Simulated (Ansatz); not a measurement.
System: sum formula BHCl, net charge 0, doublet state. It need not be the lowest isomer of its formula. 
Geometry from a B3LYP-D3(BJ)/def2-TZVP (Ansatz, a first-principles code) optimisation:
```xyz
3

B     -1.1616     0.4363     0.0257
Cl     0.4653    -0.1115    -0.0041
H     -2.1022    -0.2864    -0.0582
```
Charge 0, spin multiplicity 2.

Computed values are from Ansatz. Correlated levels leave the core frozen unless marked. Open shells are spin-unrestricted. No spin-orbit coupling. Non-relativistic. Basis-set limits of correlation are two-point, X^-3; Hartree-Fock from the larger set.

Task: What is the dipole moment at CCSD(T)/aug-cc-pV(D+d)Z?

Result: 0.49 D.

Task: What is the vertical ionisation energy (to the singlet) at CCSD(T)/CBS(aug-cc-pV(T+d)Z,aug-cc-pV(Q+d)Z)?

Result: 8.73 eV.

Task: What is the atomisation energy De at CCSD(T)/CBS(aug-cc-pV(T+d)Z,aug-cc-pV(Q+d)Z)?

Result: 188.4 kcal/mol.

Task: What is the T1 diagnostic at CCSD/aug-cc-pV(Q+d)Z?

Result: 0.015.

Task: What is the vertical electron affinity (to the triplet; negative means unbound) at CCSD(T)/CBS(aug-cc-pV(T+d)Z,aug-cc-pV(Q+d)Z)?

Result: 0.04 eV.
